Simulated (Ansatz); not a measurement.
ZrSe2⁺. Charge 1, multiplicity 2. Geometry PBE0-D4/def2-TZVP, basis def2-TZVP, Ansatz.

```xyz
3

Zr    0.739   -0.525    1.087
Se    0.355    1.206   -0.580
Se   -1.094   -0.680   -0.507
```

| run | HOMO (eV) | LUMO (eV) |
| --- | --- | --- |
| A | -10.67 | -7.76 |
| B | -9.58 | -8.54 |
| C | -9.87 | -8.51 |
| D | -12.96 | -5.58 |
| E | -10.36 | -7.97 |
| F | -12.81 | -5.18 |

In the def2 sets Zr takes a core potential; there is no spin–orbit coupling. B3LYP takes the VWN-RPA correlation. The structure comes from a short search, and lower isomers may exist.

HOMO and LUMO are taken over both spins.

Task: The runs used B3LYP, B97M-V, HF, PBE0, r2SCAN, ωB97X-V. Estimate which is which.

Result: A PBE0 (25 % exact exchange); B B97M-V (0 % exact exchange); C r2SCAN (0 % exact exchange); D ωB97X-V (range-separated); E B3LYP (20 % exact exchange); F HF (100 % exact exchange). Exact exchange lowers occupied and raises empty levels; among semilocal functionals meta-GGAs tend to open the gap a little, and such runs are hard to tell apart. The gap grows from 1.04 eV (B97M-V) to 7.63 eV (HF).
